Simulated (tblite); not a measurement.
C5H8O2.
Numbering: `[OH:1][CH2:2][CH:3]=[C:4]=[CH:5][CH2:6][OH:7]` (hydrogens: H8 on O1; H9, H10 on C2; H11 on C3; H12 on C5; H13, H14 on C6; H15 on O7)

Computed with GFN2-xTB (tblite), gas phase: Langevin dynamics at 300 K from the optimised GFN2-xTB geometry, time step 0.5 fs, friction 0.01 fs⁻¹, 2000 steps. The instantaneous temperature is 2·E(kin)/(3Nk) with all 3N coordinates.

```csv
t (fs),T (K),E(pot) above start (eV),O1–C2 (Å),C2–C3 (Å),C3=C4 (Å),C4=C5 (Å),C5–C6 (Å),O1–H8 (Å),O1–C2–C3–C4 (°)
0,239,0.000,1.405,1.510,1.297,1.298,1.512,0.965,-7
25,175,0.254,1.443,1.533,1.299,1.287,1.506,0.963,-1
50,250,0.312,1.451,1.515,1.316,1.291,1.544,0.955,4
75,225,0.339,1.411,1.506,1.289,1.300,1.515,0.970,1
100,176,0.315,1.387,1.557,1.292,1.286,1.505,0.966,4
125,188,0.368,1.399,1.533,1.289,1.272,1.525,0.971,-1
150,184,0.345,1.422,1.497,1.275,1.293,1.527,0.982,-10
175,214,0.397,1.411,1.548,1.279,1.282,1.496,0.968,-2
200,235,0.455,1.379,1.528,1.301,1.289,1.535,0.956,-18
225,280,0.476,1.428,1.519,1.270,1.300,1.533,0.975,-13
250,246,0.407,1.453,1.564,1.321,1.314,1.516,0.956,-8
275,261,0.421,1.438,1.484,1.298,1.315,1.485,0.953,-3
300,280,0.587,1.387,1.496,1.319,1.331,1.472,1.013,-5
325,351,0.520,1.414,1.499,1.342,1.309,1.497,0.936,-12
350,353,0.423,1.405,1.466,1.292,1.328,1.524,0.955,-10
375,282,0.376,1.409,1.476,1.327,1.310,1.519,0.988,-11
400,232,0.521,1.410,1.522,1.299,1.342,1.490,0.958,-1
425,273,0.419,1.403,1.466,1.324,1.284,1.457,0.964,2
450,268,0.510,1.388,1.496,1.288,1.333,1.512,0.986,-12
475,273,0.522,1.398,1.556,1.315,1.268,1.499,0.927,-11
500,288,0.621,1.353,1.534,1.258,1.304,1.547,0.996,-3
525,452,0.433,1.384,1.515,1.291,1.263,1.551,0.961,5
550,369,0.531,1.428,1.551,1.271,1.296,1.491,0.939,11
575,307,0.469,1.420,1.512,1.296,1.282,1.480,1.004,-2
600,317,0.466,1.405,1.501,1.312,1.310,1.517,0.946,-6
625,312,0.369,1.415,1.477,1.291,1.300,1.494,0.943,-2
650,257,0.604,1.410,1.520,1.297,1.311,1.556,1.001,-6
675,289,0.552,1.379,1.504,1.327,1.294,1.510,0.962,-7
700,363,0.430,1.377,1.510,1.293,1.305,1.493,0.966,-10
725,328,0.484,1.432,1.564,1.299,1.299,1.527,0.979,-14
750,338,0.542,1.438,1.476,1.302,1.292,1.507,0.996,-19
775,254,0.576,1.452,1.469,1.279,1.318,1.531,0.944,-14
800,253,0.471,1.448,1.497,1.313,1.271,1.522,1.019,1
825,306,0.447,1.418,1.492,1.268,1.322,1.544,0.915,2
850,250,0.510,1.370,1.507,1.328,1.256,1.529,1.008,-3
875,309,0.355,1.373,1.573,1.274,1.337,1.508,0.959,-15
900,261,0.494,1.382,1.510,1.319,1.273,1.483,0.953,-20
925,285,0.543,1.462,1.494,1.266,1.308,1.498,1.009,-20
950,540,0.514,1.497,1.476,1.304,1.291,1.559,0.948,-21
975,504,0.436,1.421,1.504,1.320,1.320,1.516,0.950,5
1000,331,0.758,1.358,1.492,1.297,1.312,1.429,1.002,26
```

**Question.** From 500 fs on, how do temperature and potential energy compare with equipartition?

**Answer.** The mean temperature of these 21 frames is 329 K against the target 300 K, and the mean potential energy 0.50 eV against 39 × kT/2 = 0.50 eV for 39 classical harmonic modes. For 15 atoms in a canonical ensemble the temperature itself scatters by T·√(2/(3N)) = 63 K; here its standard deviation is 78 K. The whole run lasts only 10 friction times of 100 fs, so these averages carry a wide statistical error.

**Question.** What are the kinetic and total energies of the listed frame with the highest potential energy?

**Answer.** The one at 1000 fs, 0.758 eV above the start. Its kinetic energy is 3NkT/2 = 0.641 eV at 331 K, so the sum is 1.40 eV; over the listed frames the sum runs from 0.46 to 1.56 eV, since the thermostat adds and removes energy.

**Question.** How much do the listed bonds fluctuate from 500 fs on?

**Answer.** 
```
 bond  at the start (Å)  mean (Å)  standard deviation (Å)
O1–C2             1.405     1.411                   0.036
C2–C3             1.510     1.509                   0.027
C3=C4             1.297     1.295                   0.020
C4=C5             1.298     1.298                   0.020
C5–C6             1.512     1.514                   0.030
O1–H8             0.965     0.971                   0.029
```

The motion is classical and holds no zero-point motion.

The cost below is that of the whole dynamics run. The run took 8.6 s on an INTEL XEON PLATINUM 8581C at 2.10 GHz with one thread, shared host, and the process peaked at 0.18 GiB of memory.
